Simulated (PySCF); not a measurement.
## Electron correlation in Tc³⁺ (technetium, charge +3)

[Kr] 4d4, high-spin 5D determinant. All numbers are calculated (PySCF 2.14, scalar relativity through the core potential, in def2-TZVPPD with the def2 core potential (28 electrons) (6s4p3d2f1g, 56 functions)). Frozen: nothing; 12 electrons correlated.

```json
{"level": "CCSD", "correlation energy (mhartree)": "-311.30"}
{"level": "(T)", "correlation energy (mhartree)": "-6.10"}
{"level": "CCSD(T)", "correlation energy (mhartree)": "-317.40"}
```

Diagnostics: T1 = 0.0027, D1 = 0.0070, largest double amplitude 0.025.

Question: Is a single reference adequate?

Answer: Yes, within this model without spin-orbit coupling: T1 lies below 0.03 and no double amplitude reaches 0.07.

The basis has no tight functions for the innermost shells, so their pair energies are far from complete.

This basis was not built for core-valence correlation, so the inner-shell part is incomplete.
